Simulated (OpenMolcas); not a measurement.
Tc5+ (d2) among equal point charges was computed by CASSCF with the d shell active (OpenMolcas, ANO-RCC-VDZP on the metal). Its lowest spin-free states, and all those of the highest spin:

```csv
2S+1,Degeneracy,E (cm-1)
3,1,0.0
3,3,3464
3,3,6077
1,2,13913
1,3,16963
3,3,18370
1,1,21198
1,3,22302
1,2,24123
1,3,24823
1,1,51850
```

Task: Is the site octahedral, tetrahedral or cube-like, axial, or of lower symmetry?

Result: The states with 2S+1 = 3 have orbital degeneracies 1, 3, 3, 3. Threefold states need a cubic site. For d2 at this spin an octahedron puts the threefold T1 below the threefold T2 and a tetrahedron or cube puts the single A2 below the threefold T2, so the site is a tetrahedron or a cube, which this pattern cannot tell apart. The first gap at this spin, 3460 cm-1, is |10Dq| in ligand-field theory. The run had Tc5+ among 4 point charges of -2.5 e arranged as a tetrahedron (Td), 2.03 Å from the ion.

Without dynamic correlation the repulsion within the d shell is too large (B by tens of per cent), so at a given field states of lower spin stand too high. This is an electrostatic model: the charges have no orbitals. No measured value stands beside these numbers.
